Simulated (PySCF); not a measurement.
## Radial density of Sn²⁺ (tin, charge +2)

MN15, [Kr] 4d10 5s1 5d1, high-spin 3D determinant (an excited configuration). All numbers are calculated (PySCF 2.14, a scalar-relativistic core potential, in aug-cc-pV5Z-PP with ECP28MDF). This is the valence pseudo-density: the core potential removes the inner electrons and smooths the orbitals near the nucleus.

```json
{"r (bohr)": "0.00374", "4πr²ρ (e/bohr)": "1.079e-05", "4πr²(ρα − ρβ)": "0.0000"}
{"r (bohr)": "0.00629", "4πr²ρ (e/bohr)": "2.726e-05", "4πr²(ρα − ρβ)": "0.0000"}
{"r (bohr)": "0.0106", "4πr²ρ (e/bohr)": "6.471e-05", "4πr²(ρα − ρβ)": "0.0000"}
{"r (bohr)": "0.0178", "4πr²ρ (e/bohr)": "0.0001370", "4πr²(ρα − ρβ)": "0.0000"}
{"r (bohr)": "0.0299", "4πr²ρ (e/bohr)": "0.0002532", "4πr²(ρα − ρβ)": "0.0000"}
{"r (bohr)": "0.0503", "4πr²ρ (e/bohr)": "0.0004497", "4πr²(ρα − ρβ)": "0.0000"}
{"r (bohr)": "0.0847", "4πr²ρ (e/bohr)": "0.001482", "4πr²(ρα − ρβ)": "0.0000"}
{"r (bohr)": "0.142", "4πr²ρ (e/bohr)": "0.01350", "4πr²(ρα − ρβ)": "0.0001"}
{"r (bohr)": "0.240", "4πr²ρ (e/bohr)": "0.2062", "4πr²(ρα − ρβ)": "0.0017"}
{"r (bohr)": "0.403", "4πr²ρ (e/bohr)": "3.621", "4πr²(ρα − ρβ)": "0.0462"}
{"r (bohr)": "0.678", "4πr²ρ (e/bohr)": "20.42", "4πr²(ρα − ρβ)": "0.1508"}
{"r (bohr)": "1.14", "4πr²ρ (e/bohr)": "14.26", "4πr²(ρα − ρβ)": "0.0941"}
{"r (bohr)": "1.92", "4πr²ρ (e/bohr)": "2.365", "4πr²(ρα − ρβ)": "0.7325"}
{"r (bohr)": "3.23", "4πr²ρ (e/bohr)": "0.5067", "4πr²(ρα − ρβ)": "0.4793"}
{"r (bohr)": "5.42", "4πr²ρ (e/bohr)": "0.1185", "4πr²(ρα − ρβ)": "0.1184"}
{"r (bohr)": "9.12", "4πr²ρ (e/bohr)": "0.002608", "4πr²(ρα − ρβ)": "0.0026"}
```

Energies and moments cover only the electrons outside the core potential. The outer electron is Rydberg-like, and this basis confines it to a smaller radius and binds it less than a complete one would.
